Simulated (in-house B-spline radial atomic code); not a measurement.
## Ionising Sb IV (Sb3+) with different functionals

Computed with a B-spline radial code for spherical atoms: four-component Dirac-Coulomb Hamiltonian, Fermi nucleus of rms radius 4.6802 fm, spin-restricted, spherical fractional occupations for the functionals. The ionisation energy is the difference of two self-consistent energies, [Kr] 4d10 5s2 → [Kr] 4d10 5s1, without Breit or QED terms; ε is the level of the shell that loses the electron (mean over j).

Hybrids are left out here: with spherical fractional occupations of an open shell their exact exchange keeps a self-interaction that integer-occupation calculations don't have.

| method | rung | ΔSCF (eV) | -ε(5s) (eV) |
| --- | --- | --- | --- |
| LDA VWN5 | LDA | 44.81 | 39.39 |
| relativistic LDA | LDA | ? | ? |
| LDA PW92 | LDA | 44.81 | 39.38 |
| LDA exchange-only | LDA | 43.43 | 38.01 |
| PBE | GGA | 44.29 | 38.89 |
| PBEsol | GGA | 44.33 | 38.97 |
| BLYP | GGA | ? | ? |
| RPBE | GGA | 44.06 | 38.69 |
| PW91 | GGA | 44.40 | 39.01 |
| BP86 | GGA | 44.49 | 39.12 |
| AM05 | GGA | 44.31 | 38.94 |
| OLYP | GGA | 43.88 | 38.53 |

**Question.** What does BLYP give?

**Answer.** ΔSCF 44.44 eV, and -ε(5s) = 38.98 eV.

**Question.** What does relativistic LDA give?

**Answer.** ΔSCF 44.75 eV, and -ε(5s) = 39.33 eV.

**Question.** How do they compare with the NIST value?

**Answer.** NIST lists 43.80 eV ± 0.025 (measured, ground level to ground level). Errors run from -0.37 to +1.01 eV; OLYP is closest (+0.07 eV), but part of that can be cancellation, since the calculations leave out Breit-QED terms, spin polarisation.
